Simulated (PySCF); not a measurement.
GeC⁺ at UHF-CCSD

Level: UHF-CCSD. PySCF, no relativity, basis sets Ge def2-SVPD, C def2-SVPD.

| Item | Value |
| --- | --- |
| state | ⁴Σ⁻ (quartet), unpaired electrons σ ↑, π ↑↑ |
| bond length | 1.913 Å |
| harmonic wavenumber | 714 cm⁻¹ |
| force constant | 3.10 mdyn/Å |
| rotational constant Be | 0.4463 cm⁻¹ |
| anharmonicity ωexe | 3.78 cm⁻¹ |
| vibration–rotation constant αe | 0.00331 cm⁻¹ |
| well depth De to Ge⁺ + C | 270 kJ/mol |
| dissociation energy D0 | 265 kJ/mol |

Correlated steps freeze 10 core orbitals. Correlated levels converge slowly with the basis: in double zeta they bind strong bonds too weakly, by up to about 1 eV, and carry superposition errors of some tenths. Spin–orbit coupling is left out. For an ion De counts to the pair picked by the measured ionisation energies or electron affinities, which need not be the lowest pair at this level. The state is the lowest determinant that a PBE0 search found; another state may lie lower at other levels.
